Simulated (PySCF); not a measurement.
Two-component Hartree-Fock for Tc³⁺ (technetium, charge +3)

Start: [Kr] 4d3 5s1; 4d5/2 filled at m_j = +1/2, +3/2, +5/2; 5s1/2 filled at m_j = +1/2. Calculated with PySCF 2.14 in x2c-SVPall-2c with one added diffuse shell each of s, p, d type (7s9p7d1f, 76 functions): generalised Hartree-Fock with the X2C-1e Hamiltonian and a Gaussian nucleus; one run each with spin-orbit coupling (SO) switched off, then screened by Boettger's factors. This is a chosen level, not necessarily the ground level.

```csv
spinor shell,electrons,"ε, spin-free (eV)","ε, screened SO (eV)",weight of nominal j (screened SO),"rms radius, screened SO (bohr)"
1s1/2,2,-21193.2,-21192.2,1.000,0.0394
2s1/2,2,-3133.0,-3132.7,1.000,0.162
2p1/2,2,-2802.0,-2883.7,1.000,0.141
2p3/2,4,-2802.0,-2763.8,1.000,0.145
3s1/2,2,-610.40,-610.37,1.000,0.441
3p1/2,2,-498.58,-512.79,1.000,0.439
3p3/2,4,-498.58,-491.95,1.000,0.450
3d3/2,4,-317.64,-319.93,0.975,0.433
3d5/2,6,-317.64,-316.12,0.984,0.436
4s1/2,2,-125.90,-125.92,1.000,1.12
4p3/2,4,-91.409,-89.887,0.879,1.23
4p1/2,2,-91.409,-94.663,0.757,1.22
4d5/2,3,-48.086,-48.022,0.750,1.57
5s1/2,1,-32.026,-32.029,1.000,3.15
```

```tsv
quantity	spin-free	screened SO
E (hartree)	-4280.24819	-4280.77042
M_J	5	5
⟨J²⟩	30.007	30.006
⟨L²⟩	12.006	12.121
⟨S²⟩	6.001	5.957
```

Each row is a mean over spinors that exchange with the open shell spreads, by up to 8.866 eV (4p3/2).

Rows whose weight is well below 1 are mixtures of j = l ± 1/2: exchange outweighs spin-orbit coupling there, and the label is only the starting occupation.

Breit and QED terms are absent; they matter most for the inner s and p1/2 levels.

Densities and radii are taken from the X2C orbitals without a picture-change correction, which distorts them close to the nucleus.

Without spin-orbit coupling the j labels of p, d and f shells carry no meaning; the spin-free column gives the mean over the occupied spinors of each nl shell.
